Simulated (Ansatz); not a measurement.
Ta2Si, relaxed as a singlet with RKS PBE-D4/def2-TZVP in Ansatz, starting from the GFN2-xTB geometry. Force threshold 0.02 eV/Å.

In the def2 sets Ta takes a core potential; there is no spin–orbit coupling. The structure comes from a short search, and lower isomers may exist.

Start:

```xyz
3

Ta   -1.5567    0.6940    0.8739
Ta    0.7739   -0.0737   -1.7557
Si    0.7828   -0.6203    0.8818
```

(1) Estimate the energy that the relaxation releases and the steps that it takes.

(2) Does the start keep its bonding and symmetry?

(3) Predict the relaxed structure.

Answers

(1) 113.5 kcal/mol, in 7 steps; 10 s on 4 threads of Arm Neoverse V1 on a shared host. No frequencies were taken in this run, so the end may be a saddle point.

(2) By distances, no bond broke or formed. The bond that changes most is Ta1–Ta2, from 3.60 to 2.30 Å (atoms count from 1). The end is the same structure that another start reached, the lowest one found. Point group C2v at the start, C2v at the end, both within 0.05 Å.

(3) 
Cartesian coordinates in Å:
```
Ta -1.170 0.582 0.362
Ta 0.320 0.091 -1.314
Si 0.850 -0.672 0.952
```
Bond lengths (bridged metal pairs left out): 2 × Si–Ta 2.45 Å; 1 × Ta–Ta 2.30 Å.
